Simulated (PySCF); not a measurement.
## Vertical excitation energies

C5H7N3.
SMILES: `c1cn(C2CC2)nn1`

Computed with TDDFT PBE0/def2-SVPD, vertical, gas phase, core orbitals frozen in the response in PySCF. One conformer (not necessarily the lowest) at the GFN2-xTB geometry, without solvent, vibrations or thermal averaging. Torsions of this conformer, `[cH:1]1[cH:2][n:3]([CH:4]2[CH2:5][CH2:6]2)[n:7][n:8]1`: C2–N3–C4–C5 146°.

```
state  E (eV)  λ (nm)  ν̃ (cm⁻¹)       f  main configurations (H = HOMO, L = LUMO)
   S1    5.67   218.7      45730  0.0057                               H-1→L (98%)
   S2    6.44   192.4      51980   0.107                                 H→L (88%)
   S3    6.99   177.4      56370  0.0021                               H→L+1 (89%)
   S4    7.02   176.6      56620   0.021                 H-1→L+2 (76%), H-2→L (9%)
   S5    7.02   176.6      56640   0.137                 H-2→L (74%), H-1→L+2 (9%)
   S6    7.24   171.3      58390  0.0008                             H-1→L+1 (95%)
   S7    7.37   168.2      59450   0.011                             H-2→L+1 (88%)
   S8    7.48   165.8      60330  0.0014                               H-4→L (96%)
```

Triplets (Tamm–Dancoff): T1 4.73 eV, H→L (74%), H-2→L (22%); T2 4.75 eV, H-1→L (85%), H-1→L+2 (12%); T3 5.26 eV, H-2→L (66%), H→L (24%).

The lowest singlet lies at 5.67 eV (219 nm, ultraviolet) and is weak; its leading configuration is HOMO-1→LUMO (98%). The strongest level in the table is S5 at 7.02 eV (177 nm, f = 0.137). S4/S5 lie within about 0.01 eV of each other. Löwdin shares by element: HOMO carbon 40% or more, nitrogen 31% or more (atoms not listed hold the other 29%); LUMO nitrogen 61%, carbon 18% or more (atoms not listed hold the other 21%). The listed states span 1.81 eV, and the widest gap between neighbours is 0.77 eV (S1 to S2). Orbital energies (eV): HOMO-3 -9.31, HOMO-2 -7.93, HOMO-1 -7.50, HOMO -7.44, LUMO -0.09, LUMO+1 0.60, LUMO+2 1.25. The oscillator strengths of these states sum to 0.286; summed over the whole spectrum of an exact calculation they would give the number of electrons, 58 (Thomas–Reiche–Kuhn). Only the lowest 8 singlets were computed, as vertical energies without vibronic structure.
